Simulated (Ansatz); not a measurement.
`[OH][Sn][F]` and `[OH][Ge][F]` differ in one element.

Ansatz, PBE0-D4/def2-TZVP geometries, multiplicity 1. Each molecule was computed in one conformer, which needn't be the lowest.

Elements past krypton have def2 core potentials. Scalar relativity is left out up to krypton.

```tsv
property	`[OH][Sn][F]`
size of the dipole moment (ωB97M-V/def2-TZVPP) / D	4.17
LUMO energy (ωB97M-V/def2-TZVPP) / eV	-0.57
LUMO energy (B3LYP/def2-TZVPP) / eV	-2.58
LUMO energy (PBE0/def2-TZVPP) / eV	-2.32
HOMO–LUMO gap (ωB97M-V/def2-TZVPP) / eV	9.47
size of the dipole moment (B3LYP/def2-TZVPP) / D	4.20
```

(1) What does the change do to each property? (Estimate.)

## Answers

(1) Computed: 
```json
{"property": "size of the dipole moment (ωB97M-V/def2-TZVPP) / D", "`[OH][Ge][F]`": "0.69", "shift": "-3.48"}
{"property": "LUMO energy (ωB97M-V/def2-TZVPP) / eV", "`[OH][Ge][F]`": "-0.03", "shift": "0.54"}
{"property": "LUMO energy (B3LYP/def2-TZVPP) / eV", "`[OH][Ge][F]`": "-2.29", "shift": "0.29"}
{"property": "LUMO energy (PBE0/def2-TZVPP) / eV", "`[OH][Ge][F]`": "-2.04", "shift": "0.28"}
{"property": "HOMO–LUMO gap (ωB97M-V/def2-TZVPP) / eV", "`[OH][Ge][F]`": "10.58", "shift": "1.11"}
{"property": "size of the dipole moment (B3LYP/def2-TZVPP) / D", "`[OH][Ge][F]`": "0.71", "shift": "-3.49"}
```

With PBE0 the HOMO falls by 0.51 eV and the LUMO rises by 0.28 eV, so the gap widens by about 0.79 eV. PBE moves the HOMO by -0.48 eV and ωB97M-V by -0.58 eV. Dipoles are sizes alone; their direction can turn.

B3LYP here is the variant with VWN-RPA as its local correlation; programs differ in this.
